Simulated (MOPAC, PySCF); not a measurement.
C$_{2}$H$_{2}$O, SMILES `C1=CO1`, neutral singlet in the gas phase. 

Z-matrix (Å, degrees):
```
C
C 1 1.2596
H 1 1.0713 2 162.01
H 2 1.0713 1 162.01 3 0.00
O 1 1.4805 3 133.17 2 180.00
```
Charge 0, multiplicity 1.

All levels are single points at this geometry (PBE0-D3(BJ)/def2-TZVP); Pople sets use spherical d functions. Orbital energies aren't observables, and empty levels follow the basis.

```tsv
level	HOMO (eV)	LUMO (eV)	gap (eV)	dipole (D)	vertical IE, Delta-SCF (eV)
PBE-D3(BJ)/def2-TZVP in PySCF	-4.28	-1.45	2.83	2.23	8.52
ωB97X-D3(BJ)/def2-TZVP in PySCF	-8.34	1.89	10.23	2.41	8.65
B3LYP/3-21G in PySCF	-4.82	-0.08	4.74	2.50	–
B3LYP/6-31G* in PySCF	-5.04	-0.04	4.99	2.47	8.33
BP86/6-31G* in PySCF	-3.78	-1.02	2.77	2.36	–
M06-2X/6-31G* in PySCF	-6.99	1.23	8.22	2.52	–
PBE/6-31G* in PySCF	-3.66	-0.92	2.75	2.34	8.21
SVWN5/6-31G* in PySCF	-3.78	-1.14	2.64	2.39	8.44
HF/3-21G in PySCF	-9.16	4.26	13.43	2.94	–
HF/6-31G* in PySCF	-8.99	4.38	13.37	2.86	7.37
HF/STO-3G in PySCF	-6.96	8.44	15.40	1.70	–
AM1 in MOPAC	-9.65	0.69	10.34	2.43	–
PM6 in MOPAC	-9.14	0.24	9.38	2.66	–
```
